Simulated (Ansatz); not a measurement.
`[GaH2][O][SbH2]` + `C#CO` → `C#C[O][SbH2]` + `[OH][GaH2]` at 600 K and 1 bar (ligand exchange at the Sb–O bond).

Computed with Ansatz on PBE0-D4/def2-TZVP structures; ΔE is electronic, products minus reactants. CCSD(T)/CBS is the MP2 limit (def2-TZVPP, def2-QZVPP) plus CCSD(T) − MP2 in def2-TZVPP, frozen cores. This one scheme is used for every species. Elements past krypton have def2 core potentials. For Ga, Sb outer-core shells are correlated without core-valence functions, which leaves a few kJ/mol of doubt a bond. Scalar relativity is left out up to krypton. Each species was taken in one conformer, which may not be the lowest.

```csv
species,CCSD(T)/CBS energy (Eh),H − E (kJ/mol),S (J/(mol·K))
`[GaH2][O][SbH2]`,-2241.53579,130.8,421.4
`C#CO`,-152.38380,116.0,292.0
`C#C[O][SbH2]`,-392.99526,143.0,394.2
`[OH][GaH2]`,-2000.92981,103.5,310.5
```

H − E and S are ideal-gas, rigid-rotor, harmonic terms from PBE0-D4/def2-TZVP, for one conformer and one mirror image of each species. 1 Eh = 2625.50 kJ/mol, R = 8.31446 J/(mol·K).

**Question.** By hand: ΔE, ΔH, ΔS and ΔG.

**Answer.** ΔE = (-392.99526) + (-2000.92981) − (-2241.53579) − (-152.38380) = -0.00548 Eh = -14.4 kJ/mol. Δ(H − E) = 143.0 + 103.5 − 130.8 − 116.0 = -0.3, so ΔH = -14.7 kJ/mol. ΔS = 394.2 + 310.5 − 421.4 − 292.0 = -8.7 J/(mol·K). ΔG = -14.7 − 600 × (-8.7)/1000 = -9.5 kJ/mol.

**Question.** By hand: the equilibrium constant, and the temperature at which ΔG would vanish if ΔH and ΔS stayed fixed.

**Answer.** log₁₀ K = −ΔG/(RT ln 10) = 0.8. ΔG = 0 at ΔH/ΔS = 1690 K, though so small a ΔS makes that figure unsure.

TΔS isn't small against ΔH here. A doubt of 5 kJ/mol in ΔE shifts log₁₀ K by 0.4 here. Other conformers and mirror images would add mixing entropy, several J/(mol·K) or more a flexible species. Modes under 60 cm⁻¹, often nearly free rotors, make the harmonic entropy too high. These are equilibria of isolated gas molecules and say nothing of rates. Largest T1 diagnostic: 0.016 (customary marks: 0.02 for closed shells, 0.045 for open ones).
